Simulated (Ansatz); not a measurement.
The same ligand exchange along the group Sc, Y.

Isolated molecules relaxed with PBE0-D4/def2-TZVP in Ansatz; ΔE leaves out vibrations. CCSD(T)/CBS adds triple-zeta CCSD(T) − MP2 to the extrapolated MP2 energy (def2 sets, frozen cores). This one scheme is used for every species. Functionals use def2-TZVPP. Elements past krypton have def2 core potentials. For Sc, Y outer-core shells are correlated without core-valence functions, which leaves a few kJ/mol of doubt a bond. Scalar relativity is left out up to krypton. One conformer a species, not always the lowest.

```json
{"reaction": "`[OH][Sc]([OH])[F]` + CH₃OH → `C[O][Sc]([OH])[OH]` + H–F", "CCSD(T)/CBS(def2) (kJ/mol)": "43"}
{"reaction": "`[OH][Y]([OH])[F]` + CH₃OH → `C[O][Y]([OH])[OH]` + H–F", "CCSD(T)/CBS(def2) (kJ/mol)": "?"}
```

Fill in the missing values. (Estimate.)

The calculation gave: `[OH][Y]([OH])[F]` + CH₃OH → `C[O][Y]([OH])[OH]` + H–F: +51.5 kJ/mol.

Largest T1 diagnostic: 0.016, for `[OH][Sc]([OH])[F]`.
